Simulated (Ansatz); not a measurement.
Job for Ansatz (a quantum-chemistry and plane-wave program): R-SVWN5/def2-TZVPP on BF3 (SMILES FB(F)F).

Ansatz 0.2 input:
```yaml
crystal:
  periodic: [false, false, false]
  atoms:
    - {symbol: B, position_ang: [-0.00000009, -0.00000000, 0.00000000]}
    - {symbol: F, position_ang: [1.31561782, 0.00000000, -0.00000000]}
    - {symbol: F, position_ang: [-0.65780886, 1.13935916, -0.00000000]}
    - {symbol: F, position_ang: [-0.65780886, -1.13935916, -0.00000000]}
basis:
  gaussian:
    orbitals: def2-TZVPP
hamiltonian:
  xc: {name: SVWN5}
scf: {lower_state_search: off}
```

Program output:

```
WARN ansatz: RAYON_NUM_THREADS=4 ignored (pool sized by the plan → 4); use --threads N
Functional definition: SVWN5
these checks for a lower state are left out or cut short: stability, starts, cluster_reference, orbital_swaps, neighbouring_geometries, increment
integrals: 0.03 GiB planned
637 factors; their error is unknown
mean field: 0.30 GiB planned
mean field evaluation 1: about -8774.3014 eV, gradient 4.7e1 eV
mean field evaluation 2: about -8768.3806 eV, gradient 8.3e1 eV
mean field evaluation 4: about -8777.0248 eV, gradient 8.5e-1 eV
mean field evaluation 8: about -8777.0217 eV, gradient 1.0e-1 eV
mean field evaluation 16: about -8777.0217 eV, gradient 6.0e-6 eV
mean field -8777.02170743 eV, -322.5495984691 hartree, gradient 6.0e-6 eV, S^2 0.000000; 0 other end points of the search recorded, 0 dependent functions left out
reference -8777.02173868 eV, -322.5495996173 hartree; 16, 16 occupied and 108, 108 virtual orbitals, 637 factors
Total energy: -8777.02173868 eV, -322.5495996173 hartree
Checks for a lower state left out: stability, starts, cluster_reference, orbital_swaps, neighbouring_geometries, increment
```

The run converged.

Cost: roughly 1.1 core-seconds.
